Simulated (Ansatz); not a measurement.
Cr₂B₂. Charge 0, multiplicity 3. Geometry r2SCAN-D4/def2-SVP; atoms count from 1.

```xyz
4

Cr   -1.5067    0.5218   -1.1729
Cr    1.3895   -0.4815    1.0819
B     0.3300   -0.5427   -0.5356
B    -0.2129    0.5024    0.6266
```

The charge 0 triplet is spin-contaminated (final ⟨S²⟩ up to 5.77, 2.00 for a pure state). Another isomer (singlet) lies 0.12 eV lower at PBE0-D4/def2-TZVP.

Problem. Estimate the Mulliken populations from the PBE0/def2-TZVP orbitals of Ansatz.

Solution. 
```json
{"atom": "Cr1", "charge (e)": "0.40", "spin (α − β)": "5.12", "d electrons": "4.84"}
{"atom": "Cr2", "charge (e)": "0.42", "spin (α − β)": "-4.30", "d electrons": "4.75"}
{"atom": "B3", "charge (e)": "-0.41", "spin (α − β)": "0.59", "d electrons": "–"}
{"atom": "B4", "charge (e)": "-0.41", "spin (α − β)": "0.59", "d electrons": "–"}
```
Mulliken values depend strongly on the basis.

Problem. Where does the spin sit?

Solution. Summed by element: Cr 0.81, B 1.19, of 2 unpaired in all. Largest on single atoms: Cr1 5.12, Cr2 -4.30, B3 0.59.

Problem. And the Mayer bond orders between heavy atoms (over 0.3)?

Solution. Cr1–B3 0.55 (2.22 Å); Cr1–B4 0.55 (2.22 Å); Cr2–B3 1.17 (1.93 Å); Cr2–B4 1.16 (1.93 Å); B3–B4 0.99 (1.65 Å).
